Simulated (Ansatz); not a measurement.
B(NMe2Et)H3 (C4H14BN). Charge 0, multiplicity 1. Geometry PBE-D4/def2-SVP, basis def2-TZVP, Ansatz.

| run | HOMO (eV) | LUMO (eV) |
| --- | --- | --- |
| A | -6.52 | 0.53 |
| B | -7.55 | 0.73 |
| C | -7.15 | 0.36 |
| D | -10.06 | 2.57 |

HSE06 is defined as in plane-wave codes, on full-range PBE exchange. Another isomer (singlet) lies 1.23 eV lower at PBE0-D4/def2-TZVP; other spin states weren't run for this one.

**Question.** The runs used HSE06, PBE0, r2SCAN, ωB97X-V. Estimate which is which.

**Answer.** A r2SCAN (0 % exact exchange); B PBE0 (25 % exact exchange); C HSE06 (range-separated); D ωB97X-V (range-separated). Exact exchange lowers occupied and raises empty levels; among semilocal functionals meta-GGAs tend to open the gap a little, and such runs are hard to tell apart. The gap grows from 7.05 eV (r2SCAN) to 12.63 eV (ωB97X-V).
